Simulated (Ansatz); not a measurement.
Ansatz results at the PBE0-D4/def2-TZVP geometry: HOMO energy (PBE/def2-TZVPP) -7.63 eV; size of the dipole moment (ωB97M-V/def2-TZVPP) 4.58 D; HOMO–LUMO gap (ωB97M-V/def2-TZVPP) 9.04 eV.

Each molecule was computed in one conformer, which needn't be the lowest.

Task: Which molecule gave them?
A. `[O]=[Mo]([F])([F])([Cl])[Cl]`
B. `C[O][Mo]([OH])([F])([F])([F])[Cl]`
C. `[OH][Mo]([OH])([F])([Cl])([Cl])[Cl]`
D. `[O]=[Mo]([OH])([OH])([OH])[Cl]`

Result: B. The others give `[O]=[Mo]([F])([F])([Cl])[Cl]`: -8.15, 0.71, 8.47; `[OH][Mo]([OH])([F])([Cl])([Cl])[Cl]`: -7.31, 2.70, 7.69; `[O]=[Mo]([OH])([OH])([OH])[Cl]`: -7.11, 2.32, 9.46.
